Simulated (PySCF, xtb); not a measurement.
C₂H₆GeN₂, SMILES [NH2][Ge@H]1[CH]=N[CH2]1. One conformer was computed; it need not be the lowest.

Harmonic wavenumbers (cm⁻¹) from GFN2-xTB (xtb 6.7.1) at its own minimum, in rising order: 87, 131, 216, 296, 341, 414, 473, 516, 563, 624, 657, 743, 783, 850, 1016, 1088, 1111, 1176, 1425, 1476, 1613, 1682, 2956, 2981, 3035, 3428, 3460.

**Question.** What does PySCF 2.14.0 with TPSSh-D3(BJ)/def2-SVP give at its own minimum? (Estimate from the structure and the level; the computed values follow.)

**Answer.** 103, 169, 246, 336, 426, 450, 547, 622, 636, 699, 751, 799, 900, 909, 950, 1138, 1160, 1260, 1435, 1552, 1623, 2111, 3051, 3108, 3115, 3516, 3617. Paired by order, the mean absolute difference is 82 cm⁻¹ and the zero-point energies are 47.4 and 50.4 kcal/mol.
